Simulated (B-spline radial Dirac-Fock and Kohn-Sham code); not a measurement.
Level of theory: the independent-particle Dirac-Slater model, thresholds from Dirac-Fock; a radial atomic solver. Kinetic energies are from the vacuum level. Open shells are spread statistically over j, without multiplet splitting. Without correlation, outer binding energies are uncertain by a few eV, most for open f shells.

Q: A free atom or ion in its tabulated ground configuration is ionised with 3590 eV photons and gives these photoelectron lines. Identify it and assign the lines.

```tsv
kinetic energy (eV)	relative cross section
2415.6	100.0
2534.9	46.4
2545.4	88.2
3189.4	20.8
```

A: Mn¹³⁺, [Ne] 3s2. Binding energies are hν less the kinetic energy: 2s 1174.4 eV, 2p1/2 1055.1 eV, 2p3/2 1044.6 eV, 3s 400.6 eV.

Q: A free atom or ion in its tabulated ground configuration is ionised with 2000 eV photons and gives these photoelectron lines. Identify it and assign the lines.

```csv
kinetic energy (eV),relative cross section
190.4,15.0
379.6,21.4
512.4,47.5
835.6,69.9
863.7,100.0
1624.1,4.6
1698.5,5.5
1727.6,11.2
1851.1,10.0
1856.2,14.2
1947.3,0.80
1969.6,0.77
1973.4,1.5
1994.1,0.86
1994.7,1.1
1995.3,0.077
```

A: Eu, [Xe] 4f7 6s2. Binding energies are hν less the kinetic energy: 3s 1809.6 eV, 3p1/2 1620.4 eV, 3p3/2 1487.6 eV, 3d3/2 1164.4 eV, 3d5/2 1136.3 eV, 4s 375.9 eV, 4p1/2 301.5 eV, 4p3/2 272.4 eV, 4d3/2 148.9 eV, 4d5/2 143.8 eV, 5s 52.67 eV, 5p1/2 30.36 eV, 5p3/2 26.58 eV, 4f5/2 5.92 eV, 4f7/2 5.28 eV, 6s 4.74 eV.

Q: A free atom or ion in its tabulated ground configuration is ionised with 5080 eV photons and gives these photoelectron lines. Identify it and assign the lines.

```
kinetic energy (eV)  relative cross section
             4136.0                   100.0
             4269.9                    39.8
             4284.4                    74.5
             4958.1                    14.2
             4999.1                     4.8
             5000.9                     8.9
             5064.0                    0.21
             5064.2                    0.31
```

A: Co⁺, [Ar] 3d8. Binding energies are hν less the kinetic energy: 2s 944.0 eV, 2p1/2 810.1 eV, 2p3/2 795.6 eV, 3s 121.9 eV, 3p1/2 80.88 eV, 3p3/2 79.11 eV, 3d3/2 16.00 eV, 3d5/2 15.79 eV.

Q: A free atom or ion in its tabulated ground configuration is ionised with 7490 eV photons and gives these photoelectron lines. Identify it and assign the lines.

| kinetic energy (eV) | relative cross section |
| --- | --- |
| 5689.8 | 100.0 |
| 5872.8 | 46.2 |
| 5913.8 | 83.7 |
| 7124.2 | 16.2 |
| 7188.2 | 6.5 |
| 7194.3 | 11.8 |
| 7302.7 | 0.63 |
| 7303.7 | 0.90 |

A: Se⁷⁺, [Ar] 3d9. Binding energies are hν less the kinetic energy: 2s 1800.2 eV, 2p1/2 1617.2 eV, 2p3/2 1576.2 eV, 3s 365.8 eV, 3p1/2 301.8 eV, 3p3/2 295.7 eV, 3d3/2 187.3 eV, 3d5/2 186.3 eV.

Values without a named source are computed, but for edge energies of neutral atoms, which are taken from tables.
